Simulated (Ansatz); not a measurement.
C2H6Al2 (`C[CH]1[AlH][AlH]1`) from Hartree–Fock to CCSD(T)

Z-matrix (Å, degrees):
```
C
C 1 1.511
H 1 1.093 2 109.9
H 1 1.095 2 112.9 3 119.1
H 1 1.095 2 112.7 3 -118.9
Al 2 1.957 1 138.4 3 62.5
Al 2 1.974 1 138.9 3 -76.2
H 2 1.139 1 112.0 3 179.7
H 6 1.596 2 136.4 1 7.4
H 7 1.597 2 135.1 1 -18.1
```

Charge 0, multiplicity 1. The structure was optimised at the PBE0-D4/def2-TZVP level. Frozen core, restricted reference, Ansatz. CBS rows extrapolate triple and quadruple zeta; past MP2 they add the triple-zeta difference.

```json
{"basis": "def2-SVP", "HF (Eh)": "-562.76940", "MP2 corr.": "-0.40811", "CCSD corr.": "-0.45720", "(T)": "-0.01619", "CCSD(T) total": "-563.24279"}
{"basis": "def2-TZVPP", "HF (Eh)": "-563.02271", "MP2 corr.": "-0.50205", "CCSD corr.": "-0.54615", "(T)": "?", "CCSD(T) total": "?"}
{"basis": "def2-QZVPP", "HF (Eh)": "-563.03990", "MP2 corr.": "?", "CCSD corr.": "–", "(T)": "–", "CCSD(T) total": "–"}
{"basis": "CBS(def2)", "HF (Eh)": "-563.04227", "MP2 corr.": "?", "CCSD corr.": "?", "(T)": "as TZ", "CCSD(T) total": "?"}
```

Problem. Fill in the withheld values. (Estimate.)

Solution. Ansatz gave: def2-TZVPP (T): -0.02414; def2-TZVPP CCSD(T) total: -563.59300; def2-QZVPP MP2 corr.: -0.53449; CBS(def2) MP2 corr.: -0.55852; CBS(def2) CCSD corr.: -0.60263; CBS(def2) CCSD(T) total: -563.66904.
